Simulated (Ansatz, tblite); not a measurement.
Removing and adding an electron: `[CH3][Ge]([CH3])([CH3])[Ge]([CH3])([CH3])[Ge]([CH3])([CH3])[Ge]([CH3])([CH3])[CH3]`. Charge 0, multiplicity 1. Geometry: PBE-D4/def2-SVP. Ansatz, gas phase; energy differences of separate SCF runs; the oxidised species was run as a doublet alone; the reduced species was run as a doublet alone.

```xyz
44

C    -0.807    4.589    0.098
Ge   -1.404    2.715    0.331
C    -1.950    2.458    2.217
C    -2.980    2.403   -0.827
Ge    0.383    1.151   -0.252
C     0.615    1.105   -2.226
C     2.102    1.754    0.543
Ge   -0.144   -1.088    0.576
C    -2.066   -1.489    0.263
C     0.174   -1.152    2.537
Ge    1.240   -2.758   -0.553
C     3.123   -2.148   -0.627
C     1.177   -4.491    0.404
C     0.595   -3.033   -2.404
H    -0.515    4.778   -0.955
H    -1.623    5.290    0.366
H     0.067    4.803    0.745
H    -2.744    3.181    2.492
H    -2.344    1.433    2.373
H    -1.090    2.606    2.900
H    -2.717    2.558   -1.892
H    -3.354    1.368   -0.708
H    -3.798    3.105   -0.563
H     0.837    2.119   -2.616
H     1.455    0.434   -2.498
H    -0.304    0.733   -2.721
H     2.367    2.763    0.168
H     2.917    1.052    0.277
H     2.026    1.800    1.648
H    -2.309   -1.427   -0.816
H    -2.314   -2.510    0.619
H    -2.704   -0.764    0.808
H    -0.456   -0.401    3.054
H     1.236   -0.937    2.767
H    -0.075   -2.156    2.935
H     3.759   -2.913   -1.118
H     3.204   -1.205   -1.205
H     3.519   -1.966    0.392
H     1.810   -5.241   -0.114
H     0.139   -4.878    0.444
H     1.547   -4.378    1.442
H     0.636   -2.085   -2.977
H     1.223   -3.784   -2.924
H    -0.452   -3.394   -2.403
```

The xTB rows come from tblite. Single mean-field runs in def2-TZVP are fitted with def2-universal-jkfit.

```json
{"level": "GFN1-xTB", "−HOMO (eV)": "10.61", "vertical IE (eV)": "12.22", "−LUMO (eV)": "5.89", "vertical EA (eV)": "4.16", "HOMO–LUMO gap (eV)": "4.71", "IE − EA (eV)": "8.06", "remarks": "–"}
{"level": "GFN2-xTB", "−HOMO (eV)": "9.31", "vertical IE (eV)": "11.18", "−LUMO (eV)": "4.04", "vertical EA (eV)": "2.08", "HOMO–LUMO gap (eV)": "5.26", "IE − EA (eV)": "9.10", "remarks": "–"}
{"level": "PBE-D4/def2-TZVP", "−HOMO (eV)": "5.25", "vertical IE (eV)": "7.25", "−LUMO (eV)": "0.45", "vertical EA (eV)": "–", "HOMO–LUMO gap (eV)": "4.80", "IE − EA (eV)": "–", "remarks": "–"}
{"level": "PBE0-D4/def2-TZVP", "−HOMO (eV)": "6.20", "vertical IE (eV)": "7.53", "−LUMO (eV)": "-0.29", "vertical EA (eV)": "-1.34", "HOMO–LUMO gap (eV)": "6.49", "IE − EA (eV)": "8.86", "remarks": "HOMO above zero (-1 doublet)"}
{"level": "ωB97M-V/def2-TZVP", "−HOMO (eV)": "8.11", "vertical IE (eV)": "7.71", "−LUMO (eV)": "-1.81", "vertical EA (eV)": "-1.63", "HOMO–LUMO gap (eV)": "9.92", "IE − EA (eV)": "9.34", "remarks": "HOMO above zero (-1 doublet)"}
```

Relaxing the oxidised species (PBE-D4/def2-SVP) changes its energy by -0.46 eV at PBE-D4/def2-TZVP, so the adiabatic ionisation energy to this nearest minimum is 6.80 eV. At PBE0-D4/def2-TZVP it is 6.98 eV.  Relaxing the reduced species (PBE-D4/def2-SVP) changes its energy by -0.86 eV at PBE0-D4/def2-TZVP, so the adiabatic electron affinity to this nearest minimum is -0.48 eV. The highest occupied level of the relaxed charge -1 doublet lies above zero (up to 0.28 eV). By energy differences, losing it releases 0.48 eV (each at its own geometry, to the charge 0 singlet, at PBE0-D4/def2-TZVP).  Run but left out: PBE-D4/def2-TZVP (charge -1 doublet: an occupied level 0.08 eV above an empty one).   A HOMO above zero means that the electron is unbound at that level or that self-interaction error raises the level; the energy of removing that electron tells which. Raw xTB energy differences between charge states are shifted by several eV; the methods need an empirical correction for them. Sets without diffuse functions give affinities that are too small. A negative affinity means that the extra electron isn't bound; its size then hangs on the basis.
